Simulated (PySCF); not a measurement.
Two-photon absorption: SMILES CC#CC#CC(=O)NC, C₇H₇NO

Molfile (atoms numbered from 1):
```
C7H7NO
     RDKit          3D

 16 15  0  0  0  0  0  0  0  0999 V2000
    4.7137    0.3429   -0.7020 C   0  0  0  0  0  0  0  0  0  0  0  0
    3.2975    0.1700   -0.5109 C   0  0  0  0  0  0  0  0  0  0  0  0
    2.1089    0.0269   -0.3501 C   0  0  0  0  0  0  0  0  0  0  0  0
    0.7749   -0.1442   -0.1855 C   0  0  0  0  0  0  0  0  0  0  0  0
   -0.4222   -0.2412   -0.0260 C   0  0  0  0  0  0  0  0  0  0  0  0
   -1.8313   -0.5094    0.0935 C   0  0  0  0  0  0  0  0  0  0  0  0
   -2.3259   -1.5875   -0.1663 O   0  0  0  0  0  0  0  0  0  0  0  0
   -2.5389    0.5688    0.5209 N   0  0  0  0  0  0  0  0  0  0  0  0
   -3.9689    0.5317    0.6859 C   0  0  0  0  0  0  0  0  0  0  0  0
    4.9606    0.2409   -1.7592 H   0  0  0  0  0  0  0  0  0  0  0  0
    5.2603   -0.4135   -0.1381 H   0  0  0  0  0  0  0  0  0  0  0  0
    5.0220    1.3317   -0.3610 H   0  0  0  0  0  0  0  0  0  0  0  0
   -2.0556    1.4313    0.7155 H   0  0  0  0  0  0  0  0  0  0  0  0
   -4.2977   -0.4772    0.4405 H   0  0  0  0  0  0  0  0  0  0  0  0
   -4.2477    0.7625    1.7161 H   0  0  0  0  0  0  0  0  0  0  0  0
   -4.4572    1.2426    0.0154 H   0  0  0  0  0  0  0  0  0  0  0  0
  1  2  1  0
  2  3  3  0
  3  4  1  0
  4  5  3  0
  5  6  1  0
  6  7  2  0
  6  8  1  0
  8  9  1  0
  1 10  1  0
  1 11  1  0
  1 12  1  0
  8 13  1  0
  9 14  1  0
  9 15  1  0
  9 16  1  0
M  END
```

Computed with TDDFT wB97X-D/def2-SVPD excited states, vertical, gas phase (PySCF 2.14.0). Geometry: GFN2-xTB.

**Question.** Give the one- and two-photon strengths of the lowest singlets.

**Answer.** δ for parallel linear polarisation; σ at the peak of a Lorentzian of half width 0.1 eV, single beam; Ω is circular over linear.
| state | E (eV) | f | photon λ (nm) | δ (au) | σ (GM) | Ω | main |
| --- | --- | --- | --- | --- | --- | --- | --- |
| S1 | 4.19 | 0.000 | 592 | 0.14 | 0.00 | 1.47 | HOMO→LUMO 0.94 |
| S2 | 4.65 | 0.049 | 533 | 96 | 0.76 | 0.79 | HOMO−1→LUMO 0.57, HOMO→LUMO+1 0.35 |
| S3 | 4.91 | 0.000 | 505 | <0.1 | 0.00 | – | HOMO−1→LUMO+1 0.90 |
| S4 | 5.20 | 0.000 | 477 | 0.32 | 0.00 | 0.78 | HOMO−3→LUMO 0.85 |
| S5 | 6.00 | 0.220 | 413 | 439 | 5.80 | 0.75 | HOMO−2→LUMO 0.80, HOMO−1→LUMO 0.10 |

Among these, the strongest one-photon state is S5, the strongest two-photon state S5, with a dipole change of 7.7 D (relaxed, norm of the difference vector).
